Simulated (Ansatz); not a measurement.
Reaction (isomerisation): `C=CN[SiH2]C` → `C/C([SiH3])=C\N`

Program: Ansatz. Geometries: PBE0-D4/def2-TZVP. ΔE: electronic, gas phase. CCSD(T)/CBS adds triple-zeta CCSD(T) − MP2 to the extrapolated MP2 energy (def2 sets, frozen cores). DFT in def2-TZVPP. One conformer a species, not always the lowest.

`C=CN[SiH2]C`:

Cartesian coordinates in Å:
```
C -2.816 0.393 -0.504
C -1.649 0.512 0.129
N -0.464 -0.117 -0.199
Si 0.966 -0.159 0.779
C 2.451 -0.370 -0.323
H -3.675 0.957 -0.171
H -2.941 -0.258 -1.364
H -1.569 1.173 0.988
H -0.532 -0.730 -0.998
H 0.948 -1.266 1.781
H 0.989 1.125 1.529
H 2.543 0.461 -1.026
H 2.385 -1.299 -0.896
H 3.365 -0.420 0.275
```

`C/C([SiH3])=C\N`:

```xyz
14

C     0.670    0.150    1.330
C     0.176   -0.039   -0.079
Si    1.317   -0.590   -1.414
C    -1.111    0.208   -0.382
N    -2.058    0.684    0.489
H     0.079   -0.430    2.052
H     1.707   -0.171    1.449
H     0.623    1.201    1.640
H     1.941   -1.909   -1.100
H     2.450    0.361   -1.617
H     0.563   -0.709   -2.694
H    -1.474    0.081   -1.398
H    -3.023    0.543    0.250
H    -1.860    0.621    1.473
```

```
             level  ΔE (kJ/mol)  difference from CCSD(T)/CBS
            PBE-D4         68.2                        -11.6
           ωB97X-V         77.0                         -2.8
           ωB97M-V         79.8                          0.0
            B2PLYP         81.3                          1.5
               PBE         70.3                         -9.5
            r2SCAN         77.5                         -2.3
   CCSD/def2-TZVPP         81.8                          2.0
     HF/def2-QZVPP         92.0                         12.2
SCS-MP2/def2-QZVPP         80.7                          0.9
      HF/CBS(def2)         92.1                         12.3
       CCSD(T)/CBS         79.8                            0
```

Largest T1 diagnostic among the species: 0.012.

In def2-TZVPP, CCSD(T) changes the Hartree–Fock value by −12.5 kJ/mol (the triples alone add −2.9 kJ/mol) and MP2 by −13.5 kJ/mol. From PBE to PBE0 (25 % exact exchange), in def2-TZVPP and without D4, ΔE moves by +3.5 kJ/mol.
